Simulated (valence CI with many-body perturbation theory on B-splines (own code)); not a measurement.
The numbers below are computed, except where a source is named.
**Energy levels of Yb⁶³⁺**

Method: valence CI with perturbative core correlation (CI+MBPT): five valence electrons over a frozen Dirac-Fock core [He], radial functions for each j: 9 s, 9 p, 8 d, 6 f, 3 g, 1 h, with the one-electron correlation potential Σ1, the two-electron term Σ2, the three-electron term Σ3, Breit, model QED; selected CI, second order for the rest (own B-spline code, finite nucleus).

The last digits are not significant, and no measured levels were compared; by estimate large intervals hold to a few tenths of a per cent, small ones and those within an open d or f shell to about a per cent. Among the levels kept, up to 1100 cm⁻¹ of a level comes from second order outside the variational space, and about a tenth of that is noise between levels of different J, which matters for small intervals.

Levels 1 to 45 of 74, with energies above the lowest level, (2s^2 2p1/2^2 2p3/2) J=3/2. "Leading %" is the weight of the configuration and term that name the level; weights of strongly mixed levels are sums over their largest components and can fall short. In the jj column 3d3/2^4 stands for four electrons in 3d with j = 3/2.

```tsv
No.	Configuration	Term	J	E (Ry)	Leading %	Second component	g	Leading jj
1	2s2 2p3	2P°	3/2	0.00	48	27 % 2s2 2p3 2D°	1.319	2s^2 2p1/2^2 2p3/2 (100 %)
2	2s2 2p3	4S°	3/2	78.71	55	45 % 2s2 2p3 2D°	1.436	2s^2 2p1/2 2p3/2^2 (100 %)
3	2s2 2p3	2D°	5/2	80.40	100		1.166	2s^2 2p1/2 2p3/2^2 (100 %)
4	2s2 2p3	2P°	1/2	83.92	100		0.622	2s^2 2p1/2 2p3/2^2 (100 %)
5	2s 2p4	4P	5/2	102.06	70	30 % 2s 2p4 2D	1.449	2s 2p1/2^2 2p3/2^2 (100 %)
6	2s 2p4	2S	1/2	109.28	64	26 % 2s 2p4 4P	2.008	2s 2p1/2^2 2p3/2^2 (100 %)
7	2s 2p4	2P	3/2	109.38	51	35 % 2s 2p4 2D	1.174	2s 2p1/2^2 2p3/2^2 (100 %)
8	2s2 2p3	2P°	3/2	162.80	51	28 % 2s2 2p3 2D°	1.287	2s^2 2p3/2^3 (99 %)
9	2s 2p4	4P	3/2	182.67	85	11 % 2s 2p4 2D	1.585	2s 2p1/2 2p3/2^3 (100 %)
10	2s 2p4	2D	5/2	185.60	70	30 % 2s 2p4 4P	1.283	2s 2p1/2 2p3/2^3 (100 %)
11	2s 2p4	2P	1/2	189.93	64	35 % 2s 2p4 4P	1.354	2s 2p1/2 2p3/2^3 (99 %)
12	2s 2p4	2D	3/2	190.58	54	45 % 2s 2p4 2P	1.014	2s 2p1/2 2p3/2^3 (100 %)
13	2p5	2P°	3/2	216.34	99		1.302	2p1/2^2 2p3/2^3 (99 %)
14	2s 2p4	4P	1/2	269.94	38	35 % 2s 2p4 2S	1.867	2s 2p3/2^4 (100 %)
15	2p5	2P°	1/2	297.12	100		0.622	2p1/2 2p3/2^4 (100 %)
16	2s2 2p2 3s	4P	1/2	578.23	46	31 % 2s2 2p2 3s 2S	1.994	2s^2 2p1/2^2 3s (100 %)
17	2s2 2p2 3p	2P°	1/2	585.31	46	38 % 2s2 2p2 3p 4D°	0.647	2s^2 2p1/2^2 3p1/2 (100 %)
18	2s2 2p2 3p	2P°	3/2	609.67	35	20 % 2s2 2p2 3p 4D°	1.323	2s^2 2p1/2^2 3p3/2 (100 %)
19	2s2 2p2 3d	2D	3/2	615.93	42	32 % 2s2 2p2 3d 4F	0.783	2s^2 2p1/2^2 3d3/2 (100 %)
20	2s2 2p2 3d	2D	5/2	622.92	36	18 % 2s2 2p2 3d 4D	1.189	2s^2 2p1/2^2 3d5/2 (100 %)
21	2s2 2p2 3s	4P	3/2	657.93	88	10 % 2s2 2p2 3s 2P	1.656	2s^2 2p1/2 2p3/2 3s (100 %)
22	2s2 2p2 3s	2P	1/2	658.64	67	33 % 2s2 2p2 3s 4P	1.295	2s^2 2p1/2 2p3/2 3s (100 %)
23	2s2 2p2 3s	2D	5/2	659.35	65	35 % 2s2 2p2 3s 4P	1.310	2s^2 2p1/2 2p3/2 3s (100 %)
24	2s2 2p2 3s	2D	3/2	659.82	64	35 % 2s2 2p2 3s 2P	0.957	2s^2 2p1/2 2p3/2 3s (100 %)
25	2s2 2p2 3p	4P°	1/2	664.93	48	28 % 2s2 2p2 3p 4D°	1.729	2s^2 2p1/2 2p3/2 3p1/2 (100 %)
26	2s2 2p2 3p	4D°	3/2	665.38	55	22 % 2s2 2p2 3p 2D°	1.129	2s^2 2p1/2 2p3/2 3p1/2 (100 %)
27	2s2 2p2 3p	2F°	5/2	666.36	49	30 % 2s2 2p2 3p 2D°	1.047	2s^2 2p1/2 2p3/2 3p1/2 (100 %)
28	2s2 2p2 3p	2P°	3/2	669.15	43	25 % 2s2 2p2 3p 2D°	1.308	2s^2 2p1/2 2p3/2 3p1/2 (99 %)
29	2s 2p3 3s	4P°	5/2	678.29	47	26 % 2s 2p3 3s 6S°	1.594	2s 2p1/2^2 2p3/2 3s (98 %)
30	2s 2p3 3s	2P°	3/2	680.32	34	25 % 2s 2p3 3s 4S°	1.434	2s 2p1/2^2 2p3/2 3s (98 %)
31	2s 2p3 3s	2P°	1/2	684.77	40	29 % 2s 2p3 3s 4D°	0.861	2s 2p1/2^2 2p3/2 3s (93 %)
32	2s 2p3 3s	2P°	3/2	685.49	38	20 % 2s 2p3 3s 2D°	1.367	2s 2p1/2^2 2p3/2 3s (97 %)
33	2s 2p3 3p	4P	3/2	686.10	29	22 % 2s 2p3 3p 6P	1.670	2s 2p1/2^2 2p3/2 3p1/2 (99 %)
34	2s 2p3 3p	2D	5/2	686.18	26	19 % 2s 2p3 3p 4D	1.337	2s 2p1/2^2 2p3/2 3p1/2 (99 %)
35	2s2 2p2 3p	4D°	5/2	688.76	52	33 % 2s2 2p2 3p 4P°	1.409	2s^2 2p1/2 2p3/2 3p3/2 (98 %)
36	2s2 2p2 3p	2P°	1/2	689.14	35	29 % 2s2 2p2 3p 4P°	1.510	2s^2 2p1/2 2p3/2 3p3/2 (95 %)
37	2s2 2p2 3p	2D°	3/2	689.37	53	22 % 2s2 2p2 3p 4P°	1.139	2s^2 2p1/2 2p3/2 3p3/2 (100 %)
38	2s2 2p2 3p	2F°	7/2	689.87	65	35 % 2s2 2p2 3p 4D°	1.218	2s^2 2p1/2 2p3/2 3p3/2 (100 %)
39	2s2 2p2 3p	2P°	3/2	691.37	32	30 % 2s2 2p2 3p 4S°	1.403	2s^2 2p1/2 2p3/2 3p3/2 (96 %)
40	2s2 2p2 3p	2D°	5/2	691.85	65	16 % 2s2 2p2 3p 2F°	1.178	2s^2 2p1/2 2p3/2 3p3/2 (99 %)
41	2s 2p3 3p	2P	1/2	692.04	35	18 % 2s 2p3 3p 4P	1.252	2s 2p1/2^2 2p3/2 3p1/2 (98 %)
42	2s 2p3 3p	2D	3/2	692.16	34	21 % 2s 2p3 3p 4F	0.961	2s 2p1/2^2 2p3/2 3p1/2 (98 %)
43	2s2 2p2 3p	2P°	1/2	693.47	85	7 % 2s2 2p2 3p 4D°	0.646	2s^2 2p1/2 2p3/2 3p3/2 (98 %)
44	2s2 2p2 3d	4F	3/2	695.82	43	26 % 2s2 2p2 3d 2P	0.919	2s^2 2p1/2 2p3/2 3d3/2 (99 %)
45	2s2 2p2 3d	4F	5/2	695.92	53	38 % 2s2 2p2 3d 2F	0.956	2s^2 2p1/2 2p3/2 3d3/2 (99 %)
```

The ionisation energy to 2s2 2p2 3P_0 of the next ion comes out as 14753 eV (NIST: 14752 ± 19 eV (theoretical)). All 74 levels together are meant to be complete up to 724.07 Ry.
